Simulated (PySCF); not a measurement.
# Identify the compound

The spectra below were simulated for a compound C$_{8}$H$_{16}$.

¹H NMR (300 MHz, computed): δ 1.71 (m, 4H), 1.09 (m, 2H), 0.96 (m, 6H), 0.88 (m, 4H).

¹³C{¹H} NMR (computed): δ 39.0 (CH2, 4C), 36.6 (CH, 2C), 25.2 (CH3, 2C).

Single conformer, fast rotation and ring inversion assumed for equivalent nuclei, relativity neglected, in vacuum. σ from GIAO-PBE0/pcSseg-1; GFN2-xTB geometry; PySCF.

Chemical shifts δ = σref − σ; TMS for ¹H and ¹³C, all at this level.

Q: Propose a structure and justify it.

A: 
The formula gives 1 degree of unsaturation (1 ring in the answer). 3 carbon signals for 8 carbons: some carbons are equivalent by symmetry or fast rotation. Carbon types of the structure: 2 × CH, 4 × CH2, 2 × CH3, which accounts for all hydrogens. δC 39.0: sp3 CH2 in a ring; aliphatic region, no heteroatom directly attached. δC 36.6: sp3 CH in a ring; saturated and bonded to C and H only. δC 25.2: methyl carbon; saturated and bonded to C and H only. δH 1.71, 0.88: hydrogen on an sp3 CH2 in a ring; far from electronegative atoms and π systems. δH 1.09: hydrogen on an sp3 CH in a ring; far from electronegative atoms and π systems. δH 0.96: hydrogen on a methyl carbon; far from electronegative atoms and π systems.

These data were computed for trans-1,4-dimethylcyclohexane.

The data come from this structure; uniqueness wasn't tested.

Shifts are as computed. Against solution values, carbons near 30 ppm lie about +3 ppm off and those near 130 ppm about +5 ppm. Of 1211 compounds with measured shifts, 218 miss one by over three times the rms of a fit or turn the order of signals round; such compounds aren't used in these exercises. Multiplicities follow the n + 1 count of equivalent neighbours, as no J values were calculated; m marks all less simple cases, F and P coupling included.
